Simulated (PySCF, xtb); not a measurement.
SiHF3, SMILES F[SiH](F)F. Atoms are numbered in the order given.

```xyz
5

Si     0.0000     0.0000     0.3325
F     -1.2966    -0.7486    -0.2390
F      0.0000     1.4971    -0.2390
F      1.2966    -0.7486    -0.2390
H      0.0000     0.0000     1.7969
```

Geometry: B3LYP-D3(BJ)/def2-SVP.

The numbers are results of C-PCM-PBE0/def2-SVP run with PySCF, not measurements.

The values are the electrostatic part of the solvation free energy, E(continuum) − E(gas) at the gas-phase geometry, in a cavity of scaled van der Waals radii (PySCF's table); cavitation and dispersion terms are not included. In vacuum the orbital gap is 12.64 eV. The dipole moment in vacuum is 1.51 D.

Computed values in water (ε = 78.36), 2-propanol (ε = 19.26), N,N-dimethylformamide (ε = 37.22):
```csv
solvent,ε,ΔG(elec) (kcal/mol),dipole (D),gap (eV)
water,78.36,-2.4,1.77,12.54
2-propanol,19.26,-2.3,1.76,12.54
"N,N-dimethylformamide",37.22,-2.3,1.77,12.54
```

For comparison, GFN2-xTB/ALPB(water) (xtb, at the GFN2-xTB geometry, all terms of that model) gives 1.8 kcal/mol.
